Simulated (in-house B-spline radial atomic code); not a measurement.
Whole-atom quantities along the 67-electron series, configuration [Xe] 4f13. Breit and QED terms are first order and not part of the total energy; the density at the nucleus is averaged over the nuclear charge. Computed with an all-electron radial atomic-structure program (B-spline basis): Dirac-Hartree-Fock, average of the configuration, finite nuclei.

```json
{"ion": "Tm2+", "Z": "69", "E/Z² (Eh)": "-2.851", "Σ<r²> (bohr²)": "35.954", "n(0)/Z³ (bohr⁻³)": "2.6815", "Lamb diamagnetic shielding (ppm)": "8649.4", "repulsion over attraction": "0.14941", "Breit energy (eV)": "359.88", "self-energy (eV)": "292.17", "vacuum polarisation (eV)": "-49.034", "Dirac less non-relativistic energy (Eh)": "-634.08"}
{"ion": "Yb3+", "Z": "70", "E/Z² (Eh)": "-2.8707", "Σ<r²> (bohr²)": "32.035", "n(0)/Z³ (bohr⁻³)": "2.7708", "Lamb diamagnetic shielding (ppm)": "8839.38", "repulsion over attraction": "0.14835", "Breit energy (eV)": "378.26", "self-energy (eV)": "308.43", "vacuum polarisation (eV)": "-52.496", "Dirac less non-relativistic energy (Eh)": "-676.32"}
{"ion": "Lu4+", "Z": "71", "E/Z² (Eh)": "-2.8902", "Σ<r²> (bohr²)": "28.968", "n(0)/Z³ (bohr⁻³)": "2.8684", "Lamb diamagnetic shielding (ppm)": "9030.38", "repulsion over attraction": "0.1472", "Breit energy (eV)": "397.34", "self-energy (eV)": "325.43", "vacuum polarisation (eV)": "-56.177", "Dirac less non-relativistic energy (Eh)": "-720.85"}
{"ion": "Hf5+", "Z": "72", "E/Z² (Eh)": "-2.9097", "Σ<r²> (bohr²)": "26.451", "n(0)/Z³ (bohr⁻³)": "2.9854", "Lamb diamagnetic shielding (ppm)": "9222.71", "repulsion over attraction": "0.14597", "Breit energy (eV)": "417.14", "self-energy (eV)": "343.2", "vacuum polarisation (eV)": "-60.103", "Dirac less non-relativistic energy (Eh)": "-767.79"}
{"ion": "Ta6+", "Z": "73", "E/Z² (Eh)": "-2.929", "Σ<r²> (bohr²)": "24.33", "n(0)/Z³ (bohr⁻³)": "3.1039", "Lamb diamagnetic shielding (ppm)": "9416.46", "repulsion over attraction": "0.14469", "Breit energy (eV)": "437.65", "self-energy (eV)": "361.77", "vacuum polarisation (eV)": "-64.27", "Dirac less non-relativistic energy (Eh)": "-817.18"}
{"ion": "W7+", "Z": "74", "E/Z² (Eh)": "-2.9483", "Σ<r²> (bohr²)": "22.509", "n(0)/Z³ (bohr⁻³)": "3.2264", "Lamb diamagnetic shielding (ppm)": "9611.79", "repulsion over attraction": "0.14338", "Breit energy (eV)": "458.92", "self-energy (eV)": "381.18", "vacuum polarisation (eV)": "-68.695", "Dirac less non-relativistic energy (Eh)": "-869.13"}
```

(1) With what power of Z does the column «Σ<r²> (bohr²)» change over this range?

## Answers

(1) A fit of the logarithm of its size against log Z from Z = 69 to 74 has slope -6.66. Unscreened non-relativistic hydrogenic orbitals would give -2.
